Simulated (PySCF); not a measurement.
Atom-mapped SMILES (the numbers label the heavy atoms): `[CH:1]1=[CH:2][SiH2:3][CH:4]=[CH:5]1`; H(Xn) means a hydrogen on atom n.

PySCF 2.14.0 with density-fitted response routines calculation with σ from GIAO-PBE0/pcSseg-1 and structure optimised with PBE0-D3(BJ)/def2-SVP; no relativistic terms, a single conformation, in vacuum, averaged over atoms made equivalent by symmetry, fast rotation or ring inversion.

Chemical shifts δ = σref − σ; $^{13}$C (184.41 ppm) and $^{1}$H (31.27 ppm) and $^{29}$Si (351.99 ppm) against TMS, all at this level.

```
      atoms    nucleus  count  δ (ppm)
        Si3  $^{29}$Si      1    -41.7
      C2/C4   $^{13}$C      2        ?
H(C2)/H(C4)    $^{1}$H      2     6.37
      C1/C5   $^{13}$C      2    158.3
     H(Si3)    $^{1}$H      2     4.63
H(C1)/H(C5)    $^{1}$H      2        ?
```

Fill in the missing shifts.

Answers


- C2/C4: 134.1 ppm, alkene CH; the olefinic region
- H(C1)/H(C5): 7.24 ppm, hydrogen on an alkene CH; attached to an sp2 carbon and in the plane of the double bond

Shifts are as computed. Against solution values, carbons near 30 ppm lie about +2 ppm off and those near 130 ppm about +5 ppm. Of 1211 compounds with measured shifts, 218 miss one by over three times the rms of a fit or turn the order of signals round; such compounds aren't used in these exercises.
